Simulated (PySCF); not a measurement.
Molecule: SMILES c1c(C)ccc(F)c1, C7H7F.

Atom-mapped SMILES (the numbers label the heavy atoms): `[CH3:1][c:2]1[cH:3][cH:4][c:5]([F:6])[cH:7][cH:8]1`. Each H is labelled by its parent atom.

Geometry PBE0-D3(BJ)/def2-SVP throughout; GIAO in PySCF, gas phase, one conformer, non-relativistic; equivalent atoms averaged; functional PBE0.

(1) How do the absolute shieldings σ depend on the basis set? (ppm; last column core-seconds on shared hosts with different chips, so compare them loosely)

(2) Which nucleus moves most, in ppm?

(3) Taking the largest basis, def2-TZVP (290 functions), as the yardstick, rank the others by their worst heavy-atom deviation.

## Answers

(1) 
```tsv
basis set	functions	C5	C3/C8	C2	C4/C7	C1	F6	H(C3)/H(C8)	H(C4)/H(C7)	H(C1)	core-s
STO-3G	47	107.6	121.7	124.7	131.6	209.4	320.1	25.80	25.90	30.61	3.4
pcSseg-0	86	15.7	51.9	54.3	66.1	168.0	290.1	25.65	25.95	30.29	8.9
6-31G	86	42.5	72.6	70.5	85.7	176.7	302.4	25.38	25.71	30.24	7.2
6-31G*	126	40.3	69.3	68.8	83.8	172.4	308.6	24.85	25.24	29.75	10
cc-pVDZ	147	36.3	66.6	64.2	81.4	174.3	305.7	24.20	24.50	29.09	14
def2-SVP	147	33.6	64.8	63.5	80.1	172.3	310.5	24.29	24.54	29.19	14
pcSseg-1	171	15.8	48.5	46.9	64.0	162.0	293.6	24.01	24.21	28.91	32
aug-cc-pVDZ	247	35.8	66.5	62.1	81.3	173.6	310.6	24.00	24.24	29.00	31
6-311+G(2d,p)	258	19.9	52.5	49.6	67.8	164.9	298.6	24.16	24.41	29.19	27
def2-TZVP	290	17.6	51.0	47.7	67.0	164.5	297.7	24.12	24.41	29.14	38
```

(2) C5 (aromatic carbon bearing fluorine): from 15.7 ppm with pcSseg-0 to 107.6 ppm with STO-3G. The smallest spread is 1.69 ppm, at H(C1). Proton shifts span only some 12 ppm, so a few tenths of a ppm matter as much there as several ppm in carbon.

(3) 6-311+G(2d,p) 2.3 ppm (258 functions), pcSseg-1 4.1 ppm (171 functions), pcSseg-0 7.6 ppm (86 functions), def2-SVP 16.0 ppm (147 functions), aug-cc-pVDZ 18.2 ppm (247 functions), cc-pVDZ 18.8 ppm (147 functions), 6-31G* 22.7 ppm (126 functions), 6-31G 24.9 ppm (86 functions), STO-3G 90.0 ppm (47 functions).

A small basis that lands close on one nucleus may do so by chance; judge by the trend and by all nuclei.
